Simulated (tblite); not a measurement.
A geometry optimisation, step by step.

Compound: C9H6FN.
Bonds: F1–C2, C2–C3 (aromatic), C3–C4 (aromatic), C4–C5 (aromatic), C5–C6 (aromatic), C6–C7 (aromatic), C7–N8 (aromatic), N8–C9 (aromatic), C9–C10 (aromatic), C10–C11 (aromatic), C2–C11 (aromatic), C5–C10 (aromatic). Hydrogens: H12 on C3; H13 on C4; H14 on C6; H15 on C7; H16 on C9; H17 on C11.

Computed with GFN2-xTB (tblite), gas phase: L-BFGS steps from a force-field or distance-geometry start until the largest atomic force falls under 0.01 eV/Å. 5 of its 17 geometries are shown.

Step 0: E = -815.4937 eV, largest atomic force 2.327 eV/Å
```
atom  x, y, z in Å  |  force x, y, z in eV/Å
F1     -3.359   -1.407   -0.287   -0.499  -0.145  -0.058
C2     -2.215   -0.737   -0.170    1.759  -0.861   0.020
C3     -2.218    0.627    0.054    0.112   1.504   0.110
C4     -1.024    1.332    0.173   -1.122  -0.579   0.088
C5      0.203    0.640    0.109   -0.497   0.744  -0.044
C6      1.424    1.307    0.226    1.290  -0.165   0.033
C7      2.601    0.575    0.135   -0.422  -0.158   0.029
N8      2.645   -0.756   -0.061   -2.287  -0.401  -0.148
C9      1.452   -1.393   -0.186    2.133   0.892   0.256
C10     0.202   -0.754   -0.109    0.177  -0.392  -0.085
C11    -1.014   -1.442   -0.246   -1.002   0.284   0.013
H12    -3.181    1.150    0.114    0.468  -0.230  -0.019
H13    -1.053    2.401    0.357    0.099  -0.225  -0.081
H14     1.482    2.378    0.392   -0.164  -0.202  -0.042
H15     3.567    1.062    0.235   -0.123  -0.121  -0.046
H16     1.518   -2.461   -0.338    0.013   0.012  -0.021
H17    -1.037   -2.510   -0.407    0.064   0.041  -0.006
```

Step 4: E = -815.6485 eV, largest atomic force 0.094 eV/Å
```
atom  x, y, z in Å  |  force x, y, z in eV/Å
F1     -3.359   -1.398   -0.287    0.024   0.027  -0.001
C2     -2.185   -0.744   -0.164    0.050  -0.025   0.000
C3     -2.220    0.642    0.050    0.018   0.034   0.029
C4     -1.045    1.325    0.183    0.038   0.045   0.000
C5      0.195    0.654    0.102   -0.027  -0.041   0.006
C6      1.440    1.304    0.228   -0.053   0.039   0.000
C7      2.592    0.571    0.138   -0.082  -0.036  -0.005
N8      2.606   -0.755   -0.064    0.021  -0.028   0.011
C9      1.470   -1.383   -0.180    0.025   0.017  -0.007
C10     0.207   -0.751   -0.111   -0.046   0.028  -0.010
C11    -1.014   -1.442   -0.245   -0.046  -0.058   0.002
H12    -3.173    1.145    0.113   -0.014  -0.033  -0.015
H13    -1.049    2.391    0.353   -0.001   0.015  -0.006
H14     1.476    2.370    0.390   -0.029   0.048   0.011
H15     3.560    1.046    0.230    0.038  -0.084  -0.017
H16     1.525   -2.453   -0.339    0.021   0.010  -0.002
H17    -1.034   -2.510   -0.408    0.063   0.039   0.005
```

Step 8: E = -815.6508 eV, largest atomic force 0.031 eV/Å
```
atom  x, y, z in Å  |  force x, y, z in eV/Å
F1     -3.356   -1.393   -0.288   -0.021  -0.002   0.000
C2     -2.181   -0.743   -0.162   -0.010  -0.005   0.002
C3     -2.218    0.644    0.053   -0.012  -0.012   0.002
C4     -1.044    1.329    0.184    0.000   0.009  -0.002
C5      0.192    0.654    0.103    0.015   0.024   0.006
C6      1.436    1.307    0.228    0.021   0.002   0.001
C7      2.586    0.570    0.138    0.026   0.012   0.001
N8      2.604   -0.756   -0.062   -0.023   0.011   0.003
C9      1.469   -1.382   -0.180   -0.012  -0.015  -0.005
C10     0.205   -0.750   -0.113    0.019   0.006   0.011
C11    -1.014   -1.445   -0.244    0.010   0.017  -0.002
H12    -3.174    1.139    0.111   -0.009  -0.012  -0.003
H13    -1.048    2.395    0.351    0.002   0.023  -0.001
H14     1.471    2.374    0.391   -0.018  -0.014  -0.002
H15     3.560    1.030    0.227    0.006  -0.001   0.001
H16     1.528   -2.451   -0.339   -0.013  -0.027  -0.008
H17    -1.024   -2.511   -0.408    0.020  -0.016  -0.003
```

Step 12: E = -815.6510 eV, largest atomic force 0.017 eV/Å
```
atom  x, y, z in Å  |  force x, y, z in eV/Å
F1     -3.357   -1.392   -0.288    0.003   0.001   0.002
C2     -2.181   -0.744   -0.162   -0.001   0.003   0.001
C3     -2.218    0.643    0.053    0.001   0.000  -0.002
C4     -1.044    1.330    0.184    0.000  -0.003   0.001
C5      0.193    0.655    0.104   -0.004  -0.004   0.001
C6      1.437    1.308    0.228    0.000  -0.001   0.002
C7      2.587    0.570    0.138    0.001  -0.006   0.001
N8      2.603   -0.756   -0.062    0.006  -0.007  -0.004
C9      1.468   -1.383   -0.181    0.000   0.007   0.004
C10     0.205   -0.749   -0.112   -0.003   0.000   0.001
C11    -1.013   -1.445   -0.245   -0.004  -0.001   0.002
H12    -3.175    1.137    0.110    0.002  -0.006   0.000
H13    -1.048    2.397    0.351   -0.004  -0.007  -0.005
H14     1.468    2.374    0.392    0.004   0.005   0.000
H15     3.562    1.029    0.227    0.002   0.001   0.001
H16     1.527   -2.453   -0.340   -0.013   0.011  -0.002
H17    -1.020   -2.511   -0.408    0.009   0.007  -0.001
```

Step 16: E = -815.6511 eV, largest atomic force 0.009 eV/Å
```
atom  x, y, z in Å  |  force x, y, z in eV/Å
F1     -3.357   -1.392   -0.287   -0.001  -0.003   0.000
C2     -2.181   -0.744   -0.161    0.002  -0.003  -0.001
C3     -2.217    0.643    0.053    0.000  -0.002   0.002
C4     -1.045    1.330    0.184    0.000   0.002  -0.003
C5      0.193    0.656    0.104    0.002   0.004   0.003
C6      1.438    1.308    0.228   -0.002   0.001   0.001
C7      2.587    0.570    0.138   -0.002   0.003   0.000
N8      2.603   -0.757   -0.062   -0.003   0.003   0.002
C9      1.467   -1.382   -0.180    0.001   0.001  -0.004
C10     0.205   -0.748   -0.111    0.003   0.003   0.002
C11    -1.013   -1.444   -0.244    0.004  -0.001   0.001
H12    -3.176    1.136    0.110   -0.002   0.003   0.000
H13    -1.048    2.397    0.350   -0.003   0.004  -0.001
H14     1.468    2.374    0.392    0.008  -0.005   0.000
H15     3.563    1.028    0.227   -0.003  -0.003   0.000
H16     1.524   -2.452   -0.341   -0.003  -0.003  -0.002
H17    -1.018   -2.510   -0.409   -0.001  -0.003  -0.001
```

**Question.** Summarise the path.

**Answer.** The energy falls by 3.63 kcal/mol from step 0 to step 16; nine tenths of that is first reached at step 2. It falls at every step. The largest force goes from 2.327 to 0.009 eV/Å. Among the bonds N8–C9 changes most, from 1.358 to 1.302 Å; the atoms move by 0.021 Å rms after alignment.

What follows is the cost of the whole relaxation. Hardware: one thread of an Arm Neoverse V1, no GPU, shared host with 32 logical CPUs at a one-minute load of 23. Cost: 0.12 s wall.
